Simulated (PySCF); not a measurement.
Labels have come off several samples. The candidates:

A. 1,4-pentadiene (SMILES C=CCC=C)
B. SMILES C=C(CO)C(=O)NC
C. ethenylcyclopropane

Spectrum 1. 1H NMR (300 MHz, computed): δ 6.85 (br, 1H), 6.61 (br s, 1H), 5.78 (br s, 1H), 4.62 (s, 2H), 3.17 (d, 3H), 0.82 (br s, 1H). 13C{1H} NMR (computed): δ 168.6 (C), 148.2 (C), 134.4 (CH2), 70.1 (CH2), 25.7 (CH3).

Spectrum 2. 1H NMR (300 MHz, computed): δ 5.98 (ddt, J = 17.6, 11.2, 8.0 Hz, 2H), 5.42 (dt, J = 17.6, 1.6 Hz, 2H), 5.28 (dt, J = 11.2, 1.2 Hz, 2H), 2.91 (t of quint, J = 8.0, 1.4 Hz, 2H). 13C{1H} NMR (computed): δ 146.9 (CH), 122.0 (CH2), 47.2 (CH2).

Spectrum 3. 1H NMR (300 MHz, computed): δ 5.50 (m, 1H), 5.32 (m, 1H), 5.22 (m, 1H), 1.35 (m, 1H), 0.75 (m, 2H), 0.31 (m, 2H). 13C{1H} NMR (computed): δ 151.8 (CH), 118.2 (CH2), 20.2 (CH), 9.1 (CH2).

PySCF calculation with GIAO PBE0/pcSseg-1 shieldings, B3LYP/pcJ-1 coupling constants (spin–dipole term left out of most H,H and C,H couplings) and GFN2-xTB geometry; no relativistic terms, no solvent model, a single conformation, equivalent nuclei averaged.

δ = σ(ref) − σ, references computed at the same level: TMS for 1H and 13C. Multiplet labels drop J under 1 Hz and among equivalent protons, and merge close values. Unscaled 3J(H,H) run several per cent high. Where no couplings were computed, multiplicities follow the n + 1 count of equivalent neighbours, and m marks all less simple cases (inequivalent or close neighbours, rings, F or P nearby). Acid and N–H amide carbonyl carbons lie up to 10 ppm further downfield in solution (hydrogen bonding). Shifts are as computed. Against solution values, carbons near 30 ppm lie about +3 ppm off and those near 130 ppm about +5 ppm (rms about the fit 2.1 ppm; single classes can miss by 10 ppm). Of 1328 compounds with measured shifts, 309 miss one by over three times the rms of a fit or turn the order of signals round; such compounds aren't used in these exercises. Signals without a measured value on file couldn't be tested in this way; 1H shifts scatter by 0.2 ppm about their fit, and single ones miss by 0.5 ppm. OH and NH positions are gas-phase values without hydrogen bonding to other molecules.

Q: Match each spectrum to its structure.

A: 1–B, 2–A, 3–C.

- Spectrum 1 (B): 5 13C signals; δC 168.6 is an amide carbonyl carbon; δC 148.2 is an α carbon of a C=C–C=O unit.
- Spectrum 2 (A): 3 13C signals; δC 146.9 is an alkene CH; δC 122.0 is a terminal =CH2 carbon.
- Spectrum 3 (C): 4 13C signals; δC 151.8 is an alkene CH; δC 118.2 is a terminal =CH2 carbon.
